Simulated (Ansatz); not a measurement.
`O[SiH]([SiH3])CCl` and `O[SiH]([SiH3])[GeH3]` differ in one atom or group.

Ansatz, PBE0-D4/def2-TZVP geometries, multiplicity 1. Each molecule was computed in one conformer, which needn't be the lowest.

Scalar relativity is left out up to krypton.

| property | `O[SiH]([SiH3])CCl` |
| --- | --- |
| HOMO energy (B3LYP/def2-TZVPP) / eV | -7.71 |
| HOMO energy (PBE0/def2-TZVPP) / eV | -7.92 |
| size of the dipole moment (PBE/def2-TZVPP) / D | 0.80 |
| HOMO–LUMO gap (PBE/def2-TZVPP) / eV | 5.25 |
| HOMO energy (PBE/def2-TZVPP) / eV | -6.68 |
| HOMO energy (ωB97M-V/def2-TZVPP) / eV | -10.01 |

(1) What does the change do to each property? (Estimate.)

Answers

(1) The calculation gave: 
| property | `O[SiH]([SiH3])[GeH3]` | shift |
| --- | --- | --- |
| HOMO energy (B3LYP/def2-TZVPP) / eV | -7.38 | 0.33 |
| HOMO energy (PBE0/def2-TZVPP) / eV | -7.58 | 0.34 |
| size of the dipole moment (PBE/def2-TZVPP) / D | 1.11 | 0.31 |
| HOMO–LUMO gap (PBE/def2-TZVPP) / eV | 4.94 | -0.31 |
| HOMO energy (PBE/def2-TZVPP) / eV | -6.47 | 0.21 |
| HOMO energy (ωB97M-V/def2-TZVPP) / eV | -9.56 | 0.45 |

With PBE0 the HOMO rises by 0.34 eV and the LUMO falls by 0.17 eV, so the gap narrows by about 0.51 eV. PBE moves the HOMO by 0.21 eV and ωB97M-V by 0.45 eV. Dipoles are sizes alone; their direction can turn.

B3LYP here is the variant with VWN-RPA as its local correlation; programs differ in this.
